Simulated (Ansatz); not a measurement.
Abridged output of a molecular run in Ansatz:

```
Functional definition: HF
1532 factors; integrals over basis functions are off by at most 1.3e-3 eV
mean field evaluation 1: about -62022.1809 eV, gradient 3.2e1 eV
mean field evaluation 2: about -62022.3500 eV, gradient 3.2e1 eV
mean field evaluation 4: about -62025.7469 eV, gradient 3.5e0 eV
mean field evaluation 8: about -62025.8045 eV, gradient 2.9e-1 eV
mean field -62025.80488646 eV, -2279.4062869770 hartree, gradient 3.0e-6 eV, S^2 0.000000; 0 other end points of the search recorded, 0 dependent functions left out
16 core orbitals not correlated: weight in the atoms' cores, before any rotation towards them, 1.000 or more for the frozen orbitals, at most 0.000 for the correlated occupied ones
reference -62025.80488646 eV, -2279.4062869770 hartree; 16, 16 occupied and 232, 232 virtual orbitals, 1532 factors
second order -17.94803559 eV of doubles, -0.00000000 eV of singles
cycle   1  -18.58549234 eV  change   -6.4e-1 eV  update   1.1e-1
cycle   2  -19.20777874 eV  change   -6.2e-1 eV  update   3.4e-2
cycle   3  -19.29107616 eV  change   -8.3e-2 eV  update   1.6e-2
cycle   4  -19.28640027 eV  change    4.7e-3 eV  update   3.7e-3
cycle   5  -19.28380727 eV  change    2.6e-3 eV  update   1.3e-3
cycle   6  -19.28336985 eV  change    4.4e-4 eV  update   4.2e-4
cycle   7  -19.28336262 eV  change    7.2e-6 eV  update   1.6e-4
cycle   8  -19.28340051 eV  change   -3.8e-5 eV  update   6.2e-5
cycle   9  -19.28340614 eV  change   -5.6e-6 eV  update   2.3e-5
perturbative correction -0.80452872 eV, -0.0295658851 hartree
Total energy: -62045.89282133 eV, -2280.1445049671 hartree
```

Its atoms:

Z-matrix (Å, degrees):
```
B
Ga 1 2.212
Si 1 2.046 2 85.8
H 1 1.205 2 171.2 3 -179.8
H 1 1.245 2 66.2 3 118.3
H 1 1.244 2 66.0 3 -118.9
C 3 1.876 1 110.0 2 119.3
H 3 1.490 1 107.9 2 -119.2
H 3 1.511 1 116.6 2 -2.6
H 7 1.092 3 111.3 1 175.1
H 7 1.092 3 110.2 1 54.6
H 7 1.093 3 110.5 1 -64.5
```

Problem. Which basis set was used?
A. cc-pV(Q+d)Z
B. def2-SVPD
C. def2-SVP
D. def2-TZVPP

Solution. D. It gives 264 functions.

Problem. Write the keys of the input that set method, charge and spin (a neutral closed shell needs none for the last two).

Solution. 
```yaml
correlation: {method: ccsd_t}
```
